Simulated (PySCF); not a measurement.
29Si chemical shifts

Calculated, not measured (PySCF): structure optimised with GFN2-xTB, σ from GIAO-PBE0/pcSseg-1. One averaged value for each set of equivalent atoms, in vacuum, single conformer, non-relativistic.

Shieldings were converted by a linear fit to measured shifts: 29Si (scatter 8.9 ppm rms, 25.8 ppm with the 6 outliers that the fit left out vs TMS, solution or neat liquid). A few per cent of atoms miss by over 2 rms, more outside the fitted compound classes.

(1) Give the 29Si shifts of `C/C=C/C=C/S[SiH3]`, `C#C[C@H]1C[SiH2][SiH2]CS1`, `Cl[SiH2]c1ccco1`, `Cl[SiH2]c1ccco1`, `C[C@@H]1C=C(S[SiH3])C1`, `C[C@@H]1C=C(S[SiH3])C1`, `C[C@@H]1C=C(S[SiH3])C1`, `C[C@H]([SiH3])[SiH2]F`.

(2) Order these by 29Si shift, lowest first.
A. CO[C@@H]1[C@@H](Cl)[C@@H]1O[SiH2]O
B. C#CC#C[SiH2]N(C)C=O
C. Cl/C=C1\C=CO[SiH2]1

Results:

(1) 
| compound | environment | δ (ppm) |
| --- | --- | --- |
| C/C=C/C=C/S[SiH3] | silicon bonded to S, 3 H | -60.8 |
| [CH:1]#[C:2][C@H:3]1[CH2:4][SiH2:5][SiH2:6][CH2:7][S:8]1 | Si5: silicon bonded to C, Si, 2 H, in a 6-membered ring | -79.9 |
| [CH:1]#[C:2][C@H:3]1[CH2:4][SiH2:5][SiH2:6][CH2:7][S:8]1 | Si6: silicon bonded to C, Si, 2 H, in a 6-membered ring | -80.1 |
| Cl[SiH2]c1ccco1 | silicon bonded to C, Cl, 2 H | -34.9 |
| Cl[SiH2]c1ccco1 | silicon bonded to C, Cl, 2 H | -34.9 |
| C[C@@H]1C=C(S[SiH3])C1 | silicon bonded to S, 3 H | -58.6 |
| C[C@@H]1C=C(S[SiH3])C1 | silicon bonded to S, 3 H | -58.6 |
| C[C@@H]1C=C(S[SiH3])C1 | silicon bonded to S, 3 H | -58.6 |
| [CH3:1][C@H:2]([SiH3:3])[SiH2:4][F:5] | Si4: silicon bonded to C, F, 2 H | 1.5 |
| [CH3:1][C@H:2]([SiH3:3])[SiH2:4][F:5] | Si3: silicon bonded to C, 3 H | -67.1 |

(2) B (-65.3 ppm, silicon bonded to C, N, 2 H), A (-31.6 ppm, silicon bonded to 2 O, 2 H), C (-19.0 ppm, silicon bonded to C, O, 2 H, in a 5-membered ring).
